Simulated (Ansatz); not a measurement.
Reactions of `O=CC(O)[SiH3]`.

Gas-phase electronic energies from Ansatz, PBE0-D4/def2-TZVP geometries. CCSD(T)/CBS is the MP2 limit (def2-TZVPP, def2-QZVPP) plus CCSD(T) − MP2 in def2-TZVPP, frozen cores. This one scheme is used for every species, atoms too. DFT in def2-TZVPP. Open shells (•) are unrestricted, without spin–orbit coupling. Spin–orbit coupling would lower the free atoms: a little for C, O, Si. def2 core potentials past Kr. Bonds to Te are less sure, by a few kJ/mol each and by 10 to 20 or more in all where they break to atoms, as the def2 sets lack core-valence functions. One conformer a species, not always the lowest.

```
                                                     reaction  MP2/CBS(def2) (eV)  r2SCAN-D4 (eV)
                        `O=CC(O)[SiH3]` + H₂ → `O=CCO` + SiH₄               -0.24           -0.26
           `O=CC(O)[SiH3]` + H₂Te → `OC([SiH3])[TeH]` + `C=O`                0.32            0.56
`O=CC(O)[SiH3]` + `[SiH3]C#CS` → `[SiH3]C#CS[SiH3]` + `O=CCO`               -0.79           -0.70
                         `O=CC(O)[SiH3]` → `O=CCO` + `[SiH2]`                2.56            2.59
                             `O=CC(O)[SiH3]` → `C1OC[SiH2]O1`               -1.17           -1.07
        `O=CC(O)[SiH3]` + `OC(F)F` → `FC(F)O[SiH3]` + `O=CCO`               -0.93           -0.87
                   `O=CC(O)[SiH3]` → 2 C• + 6 H• + 2 O• + Si•               43.48           42.77
```

Q: Give the CCSD(T)/CBS values in the same order. (Estimate.)

A: Ansatz gave: -0.31, 0.38, -0.73, 2.34, -1.13, -0.93, 42.66 eV.

Largest T1 diagnostic: 0.015, for `C=O`.
